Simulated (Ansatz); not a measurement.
Consider the redistribution: `[AlH2][NH][SiH2][SiH3]` + `C[CH2][InH][OH]` → `C[SiH2][NH][AlH2]` + `[OH][InH][CH2][SiH3]`.

Isolated molecules relaxed with PBE0-D4/def2-TZVP in Ansatz; ΔE leaves out vibrations. CCSD(T)/CBS is the MP2 limit (def2-TZVPP, def2-QZVPP) plus CCSD(T) − MP2 in def2-TZVPP, frozen cores. DFT in def2-TZVPP. Elements past krypton have def2 core potentials. For In outer-core shells are correlated without core-valence functions, which leaves a few kJ/mol of doubt a bond. Each species was taken in one conformer, which may not be the lowest.

```
             level  ΔE (kJ/mol)
               PBE        -55.6
              PBE0        -61.7
SCS-MP2/def2-TZVPP        -77.2
    CCSD/CBS(def2)        -74.1
```

Q: What does CCSD(T)/CBS give? (Best estimate.)

A: The calculation gave: -74.1 kJ/mol. The listed levels differ from it by 18.5, 12.4, -3.1, 0.0 kJ/mol.

Largest T1 diagnostic among the species: 0.015.

From PBE to PBE0 (25 % exact exchange), in def2-TZVPP and without D4, ΔE moves by −6.1 kJ/mol.
